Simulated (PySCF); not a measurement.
Ionisation energy of Tl⁺ by level of theory

Tl⁺ [Xe] 4f14 5d10 6s2 (1S) → Tl²⁺ [Xe] 4f14 5d10 6s1 (2S), as a difference of total energies. Calculation: PySCF 2.14, in aug-cc-pwCVDZ-PP with ECP60MDF (6s5p4d1f, 48 functions); scalar relativity through the core potential. Correlated levels: valence and next inner shell: nothing frozen outside the core potential. The calculations carry no spin-orbit coupling.

| method | ionisation energy (eV) | error (eV) |
| --- | --- | --- |
| UHF | 18.360 | -2.068 |
| MP2 (valence and next inner shell) | 20.327 | -0.101 |
| SCS-MP2 (valence and next inner shell) | 20.214 | -0.214 |
| CCSD (valence and next inner shell) | 20.026 | -0.402 |
| CCSD(T) (valence and next inner shell) | 20.103 | -0.325 |

Reference: 20.428 eV (measured; NIST Atomic Spectra Database, ionization energies).

Errors of the correlated levels include the incompleteness of this basis.
